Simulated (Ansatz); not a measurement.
All numbers were calculated with Ansatz.

`[CH3][Y]([CH3])[CH3]` at its PBE0-D4/def2-TZVP geometry, where that method's forces vanish. Total charge 0; spin multiplicity 1. Y takes the def2 core potential.

```json
{"atom": "C1", "x (Å)": "1.843", "y (Å)": "1.168", "z (Å)": "0.463"}
{"atom": "Y2", "x (Å)": "-0.212", "y (Å)": "0.544", "z (Å)": "-0.467"}
{"atom": "C3", "x (Å)": "-0.014", "y (Å)": "-1.425", "z (Å)": "-1.716"}
{"atom": "C4", "x (Å)": "-1.863", "y (Å)": "0.344", "z (Å)": "1.179"}
{"atom": "H5", "x (Å)": "2.229", "y (Å)": "2.131", "z (Å)": "0.096"}
{"atom": "H6", "x (Å)": "2.623", "y (Å)": "0.424", "z (Å)": "0.250"}
{"atom": "H7", "x (Å)": "1.781", "y (Å)": "1.259", "z (Å)": "1.556"}
{"atom": "H8", "x (Å)": "-0.246", "y (Å)": "-1.306", "z (Å)": "-2.785"}
{"atom": "H9", "x (Å)": "-0.687", "y (Å)": "-2.208", "z (Å)": "-1.342"}
{"atom": "H10", "x (Å)": "1.005", "y (Å)": "-1.832", "z (Å)": "-1.667"}
{"atom": "H11", "x (Å)": "-2.696", "y (Å)": "1.055", "z (Å)": "1.071"}
{"atom": "H12", "x (Å)": "-1.451", "y (Å)": "0.505", "z (Å)": "2.184"}
{"atom": "H13", "x (Å)": "-2.314", "y (Å)": "-0.658", "z (Å)": "1.177"}
```

(1) For each bond, give half the difference of the two atoms' forces along it (eV/Å; positive pushes the atoms apart) under PBE-D4, r2SCAN-D4, B3LYP-D4, ωB97M-V in def2-TZVPP. (Estimate.)

Results:

(1) The calculation gave: 
```
  bond  length (Å)  PBE-D4  r2SCAN-D4  B3LYP-D4  ωB97M-V
 C1–Y2       2.341   -0.05       0.01      0.13     0.05
 C1–H5       1.100    0.15       0.01     -0.04    -0.08
 C1–H6       1.099    0.11      -0.02     -0.07    -0.05
 C1–H7       1.098    0.12      -0.02     -0.07    -0.05
 Y2–C3       2.340   -0.05       0.01      0.13     0.05
 Y2–C4       2.340   -0.05       0.01      0.14     0.05
 C3–H8       1.100    0.15       0.01     -0.04    -0.08
 C3–H9       1.098    0.12      -0.02     -0.07    -0.05
C3–H10       1.099    0.11      -0.02     -0.07    -0.05
C4–H11       1.100    0.15       0.01     -0.04    -0.08
C4–H12       1.099    0.12      -0.02     -0.07    -0.05
C4–H13       1.099    0.11      -0.02     -0.07    -0.05
```

B3LYP here is the variant with VWN-RPA as its local correlation; programs differ in this.
